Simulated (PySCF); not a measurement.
MSi for M along the fourth-period p block

PBE0 with double-zeta basis sets in PySCF, for the lowest determinant that a PBE0 search found; no spin–orbit coupling. De refers to high-spin ground-configuration atoms. A positive dipole means M(−)Si(+).

```
 M                   basis  state (unpaired electrons)  Re (Å)  ωe (cm⁻¹)  De (eV)  μ (D)
As  cc-pV(D+d)Z/cc-pVDZ-PP               doublet (π ↑)   2.179        507     3.20   0.49
Se              x2c-SVPall      singlet (closed shell)   2.063        597     5.48   1.18
Br                 pcseg-1               doublet (π ↑)   2.255        416     3.80   0.94
```

The shortest bond is that of SiSe (2.063 Å), the longest that of SiBr (2.255 Å). SiSe is bound most strongly (5.48 eV) and SiAs least (3.20 eV).

The rows differ in basis set, which adds steps of its own.

The state changes along the series, so neighbouring rows are not always alike in their bonding.

Spin–orbit coupling is left out. States were picked by a PBE0 search and need not be the measured ground states.
